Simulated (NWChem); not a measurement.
All runs are NWChem calculations. System: Br₂, charge 0, spin multiplicity 1, at the geometry of a parent with another charge or spin, in a state set for the comparison that need not be this species' ground state. Level: PBE/x2c-SVPall-2c, scalar ZORA.

Input file:

```
start mol
memory heap 200 mb stack 900 mb global 1100 mb
geometry units angstroms nocenter noautoz noautosym
  Br     0.000000     0.000000     1.459153
  Br     0.000000     0.000000    -1.459153
end
basis spherical
  * library x2c-svpall-2c
end
relativistic
  zora on
end
dft
  xc xpbe96 cpbe96
  semidirect memsize 60000000 filesize 0
  iterations 100
  grid fine
end
task dft energy
```

NWChem printed:

```
             Northwest Computational Chemistry Package (NWChem) 7.3.0
             --------------------------------------------------------

                                NWChem Input Module
                                -------------------

 Scaling coordinates for geometry "geometry" by  1.889725989
 (inverse scale =  0.529177249)

                             Geometry "geometry" -> ""
                             -------------------------

 Output coordinates in angstroms (scale by  1.889725989 to convert to a.u.)

  No.       Tag          Charge          X              Y              Z
 ---- ---------------- ---------- -------------- -------------- --------------
    1 Br                  35.0000     0.00000000     0.00000000     1.45915300
    2 Br                  35.0000     0.00000000     0.00000000    -1.45915300

 Effective nuclear repulsion energy (a.u.)     222.1295950543

            Nuclear Dipole moment (a.u.)
            ----------------------------
        X                 Y               Z
 ---------------- ---------------- ----------------
     0.0000000000     0.0000000000     0.0000000000


 Summary of "ao basis" -> "" (spherical)
 ------------------------------------------------------------------------------
       Tag                 Description            Shells   Functions and Types
 ---------------- ------------------------------  ------  ---------------------
 *                       x2c-svpall-2c                on all atoms

  pbe96 is a nonlocal functional; adding pw91lda local functional.

                                 NWChem DFT Module
                                 -----------------

 Summary of "ao basis" -> "ao basis" (spherical)
 ------------------------------------------------------------------------------
       Tag                 Description            Shells   Functions and Types
 ---------------- ------------------------------  ------  ---------------------
 Br                      x2c-svpall-2c              14       38   5s6p3d

 Summary of "ao basis" -> "ao basis" (spherical)
 ------------------------------------------------------------------------------
       Tag                 Description            Shells   Functions and Types
 ---------------- ------------------------------  ------  ---------------------
 Br                      x2c-svpall-2c              14       38   5s6p3d

            General Information
            -------------------
          SCF calculation type: DFT
          Wavefunction type:  closed shell.
          No. of atoms     :     2
          No. of electrons :    70
           Alpha electrons :    35
            Beta electrons :    35
          Charge           :     0
          Spin multiplicity:     1
          Use of symmetry is: off; symmetry adaption is: off
          Maximum number of iterations: 100
          AO basis - number of functions:    76
                     number of shells:    28
          Convergence on energy requested:  1.00D-06
          Convergence on density requested:  1.00D-05
          Convergence on gradient requested:  5.00D-04

              XC Information
              --------------
          PerdewBurkeErnzerhof Exchange Functional  1.000
            Perdew 1991 LDA Correlation Functional  1.000 local
           PerdewBurkeErnz. Correlation Functional  1.000 non-local

             Grid Information
             ----------------
          Grid used for XC integration:  fine
          Radial quadrature: Mura-Knowles
          Angular quadrature: Lebedev.
[...]
------------------------------------------------------------

   convergence    iter        energy       DeltaE   RMS-Dens  Diis-err    time
 ---------------- ----- ----------------- --------- --------- ---------  ------
 d= 0,ls=0.0,diis     1  -5239.3314645818 -5.46D+03  1.21D-01  7.74D+02     4.7
 d= 0,ls=0.5,diis     2  -5239.8596826278 -5.28D-01  6.90D-03  2.02D+00     5.1
 d= 0,ls=0.5,diis     3  -5239.8784356669 -1.88D-02  1.20D-03  4.29D-01     5.5
 d= 0,ls=0.5,diis     4  -5239.8863797080 -7.94D-03  7.48D-04  3.59D-03     5.9
 d= 0,ls=0.5,diis     5  -5239.8868036379 -4.24D-04  9.13D-05  2.56D-04     6.3
  Resetting Diis
 d= 0,ls=0.5,diis     6  -5239.8868121092 -8.47D-06  6.86D-06  9.62D-06     6.6
 d= 0,ls=0.5,diis     7  -5239.8868123664 -2.57D-07  2.67D-06  7.09D-08     6.9
(nogshift,skip_gshiftAOev,done_Fji)=( 1,F,F)

         Total DFT energy =    -5239.886812370577
      One electron energy =    -7715.657183528187
           Coulomb energy =     2438.727186992467
    Exchange-Corr. energy =     -185.086410889190
 Nuclear repulsion energy =      222.129595054333

       Scaling correction =       35.654876544788

 Numeric. integr. density =       70.000000245279

     Total iterative time =      4.0s

                       DFT Final Molecular Orbital Analysis
                       ------------------------------------

 Vector   33  Occ=2.000000D+00  E=-2.894234D-01
              MO Center= -8.5D-09, -2.6D-08,  7.3D-07, r^2= 3.4D+00
   Bfn.  Coefficient  Atom+Function         Bfn.  Coefficient  Atom+Function
  ----- ------------  ---------------      ----- ------------  ---------------
    19      0.303429  1 Br py                57      0.303429  2 Br py
    18      0.298159  1 Br px                56      0.298159  2 Br px
    16      0.266926  1 Br py                54      0.266926  2 Br py
    15      0.262290  1 Br px                53      0.262290  2 Br px
    10     -0.174789  1 Br py                48     -0.174789  2 Br py

 Vector   34  Occ=2.000000D+00  E=-2.652873D-01
              MO Center= -1.3D-09, -4.0D-10, -7.1D-07, r^2= 3.6D+00
   Bfn.  Coefficient  Atom+Function         Bfn.  Coefficient  Atom+Function
  ----- ------------  ---------------      ----- ------------  ---------------
    18      0.312045  1 Br px                56     -0.312045  2 Br px
    19     -0.306910  1 Br py                57      0.306910  2 Br py
    15      0.283895  1 Br px                53     -0.283895  2 Br px
    16     -0.279223  1 Br py                54      0.279223  2 Br py
     9     -0.183256  1 Br px                47      0.183256  2 Br px

 Vector   35  Occ=2.000000D+00  E=-2.652873D-01
              MO Center= -1.5D-08, -2.9D-08, -7.2D-07, r^2= 3.6D+00
   Bfn.  Coefficient  Atom+Function         Bfn.  Coefficient  Atom+Function
  ----- ------------  ---------------      ----- ------------  ---------------
    19      0.312045  1 Br py                57     -0.312045  2 Br py
    18      0.306910  1 Br px                56     -0.306910  2 Br px
    16      0.283895  1 Br py                54     -0.283895  2 Br py
    15      0.279223  1 Br px                53     -0.279223  2 Br px
    10     -0.183256  1 Br py                48      0.183256  2 Br py

 Vector   36  Occ=0.000000D+00  E=-2.518751D-01
              MO Center=  9.1D-09, -8.4D-09,  2.9D-08, r^2= 3.8D+00
   Bfn.  Coefficient  Atom+Function         Bfn.  Coefficient  Atom+Function
  ----- ------------  ---------------      ----- ------------  ---------------
    20      0.481898  1 Br pz                58      0.481898  2 Br pz
    17      0.426819  1 Br pz                55      0.426819  2 Br pz
    11     -0.272009  1 Br pz                49     -0.272009  2 Br pz
     8      0.115708  1 Br pz                46      0.115709  2 Br pz
     4     -0.101526  1 Br s                 42      0.101526  2 Br s

 Vector   37  Occ=0.000000D+00  E= 2.421502D-01
              MO Center=  8.2D-08, -3.3D-08,  1.8D-07, r^2= 4.7D+00
   Bfn.  Coefficient  Atom+Function         Bfn.  Coefficient  Atom+Function
  ----- ------------  ---------------      ----- ------------  ---------------
     4      1.413001  1 Br s                 42      1.413001  2 Br s
     5     -1.243656  1 Br s                 43     -1.243656  2 Br s
     3     -0.433422  1 Br s                 41     -0.433422  2 Br s
    36     -0.113157  1 Br d  0              74     -0.113157  2 Br d  0
    20     -0.079495  1 Br pz                58      0.079495  2 Br pz

 Vector   38  Occ=0.000000D+00  E= 3.265801D-01
              MO Center=  1.1D-08,  6.3D-08,  1.3D-07, r^2= 5.4D+00
   Bfn.  Coefficient  Atom+Function         Bfn.  Coefficient  Atom+Function
  ----- ------------  ---------------      ----- ------------  ---------------
     4      1.454578  1 Br s                 42     -1.454578  2 Br s
     5     -1.444217  1 Br s                 43      1.444217  2 Br s
     3     -0.406684  1 Br s                 41      0.406684  2 Br s
    17      0.205537  1 Br pz                55      0.205537  2 Br pz
    36      0.163699  1 Br d  0              74     -0.163699  2 Br d  0

 center of mass
 --------------
 x =   0.00000000 y =   0.00000000 z =   0.00000000

 moments of inertia (a.u.)
 ------------------
        1215.250441072682           0.000000000000           0.000000000000
           0.000000000000        1215.250441072682           0.000000000000
           0.000000000000           0.000000000000           0.000000000000

     Multipole analysis of the density
     ---------------------------------

     L   x y z        total         alpha         beta         nuclear
     -   - - -        -----         -----         ----         -------
     0   0 0 0     -0.000000    -35.000000    -35.000000     70.000000

     1   1 0 0     -0.000000     -0.000000     -0.000000      0.000000
     1   0 1 0      0.000000      0.000000      0.000000      0.000000
     1   0 0 1      0.000000      0.000000      0.000000      0.000000

     2   2 0 0    -27.342007    -13.671004    -13.671004      0.000000
     2   1 1 0     -0.000000     -0.000000     -0.000000      0.000000
     2   1 0 1     -0.000001     -0.000000     -0.000000      0.000000
     2   0 2 0    -27.342007    -13.671004    -13.671004      0.000000
     2   0 1 1      0.000000      0.000000      0.000000      0.000000
     2   0 0 2    -22.197744   -277.212662   -277.212662    532.227581

 Task  times  cpu:        7.1s     wall:        7.1s

 Total times  cpu:        7.2s     wall:        7.2s
```
